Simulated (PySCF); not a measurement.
Geometry:
| atom | x (Å) | y (Å) | z (Å) |
| --- | --- | --- | --- |
| B1 | -1.714 | 1.241 | -0.877 |
| C2 | -1.264 | 0.260 | 0.254 |
| C3 | -2.415 | -0.766 | 0.095 |
| C4 | -1.311 | 0.846 | 1.665 |
| C5 | 0.068 | -0.443 | -0.032 |
| C6 | 1.281 | 0.487 | -0.060 |
| C7 | 2.538 | -0.213 | -0.468 |
| C8 | 3.637 | -0.329 | 0.279 |
| H9 | -2.513 | 2.121 | -0.645 |
| H10 | -1.359 | 1.059 | -2.022 |
| H11 | -2.273 | -1.582 | 0.824 |
| H12 | -3.404 | -0.320 | 0.293 |
| H13 | -2.436 | -1.225 | -0.907 |
| H14 | -2.290 | 1.303 | 1.873 |
| H15 | -1.136 | 0.063 | 2.424 |
| H16 | -0.550 | 1.627 | 1.813 |
| H17 | 0.242 | -1.235 | 0.721 |
| H18 | -0.005 | -0.959 | -1.006 |
| H19 | 1.429 | 0.960 | 0.924 |
| H20 | 1.077 | 1.307 | -0.776 |
| H21 | 2.525 | -0.676 | -1.464 |
| H22 | 4.520 | -0.863 | -0.080 |
| H23 | 3.695 | 0.113 | 1.280 |

Geometry: PBE0-D3(BJ)/def2-SVP; GIAO shifts from PySCF, gas phase, non-relativistic, averaged over equivalent atoms.

At wB97X-D/pcSseg-1 (211 basis functions, 2.3 min wall time on 1 thread of an Intel Xeon, shared host):
| atoms | δ (ppm) |
| --- | --- |
| B1 | 80.6 |
| C7 | 149.6 |
| C8 | 122.9 |
| C5 | 46.2 |
| C6 | 37.8 |
| C2 | 35.4 |
| C3/C4 | 20.7 |
| H9/H10 | 6.91 |
| H21 | 6.05 |
| H23 | 5.34 |
| H22 | 5.21 |
| H19/H20 | 1.87 |
| H17/H18 | 1.30 |
| H11/H12/H13/H14/H15/H16 | 0.90 |

Scale: $^{11}$B (σ = 101.61 ppm) vs BF3·OEt2; $^{13}$C (σ = 184.54 ppm), $^{1}$H (σ = 31.38 ppm) vs TMS (reference shieldings calculated alike).

**Question.** Estimate the result of repeating the calculation with PBE0/pcSseg-1.

**Answer.** 
```
                  atoms  δ at PBE0/pcSseg-1  change
                     B1                85.0    +4.4
                     C7               149.3    -0.3
                     C8               121.9    -1.0
                     C5                47.0    +0.8
                     C6                39.0    +1.2
                     C2                37.5    +2.1
                  C3/C4                20.3    -0.4
                 H9/H10                7.15   +0.24
                    H21                6.09   +0.04
                    H23                5.33   -0.01
                    H22                5.21   +0.00
                H19/H20                1.94   +0.07
                H17/H18                1.35   +0.05
H11/H12/H13/H14/H15/H16                0.91   +0.01
```

Referencing at the same level of theory: $^{11}$B (σ = 100.73 ppm) against BF3·OEt2; $^{13}$C (σ = 184.41 ppm) and $^{1}$H (σ = 31.27 ppm) against TMS.

The largest change is at B1 (boron bonded to C, 2 H). Cost: 211 basis functions, 2.5 min wall time on 1 thread of an Intel Xeon, shared host. The order of the carbon signals is the same at both levels.

A carbon bonded to boron is broadened by the quadrupolar boron nucleus and is often missing from a measured spectrum. The carbons averaged at δ 20.7 differ by 10 ppm in this conformer.
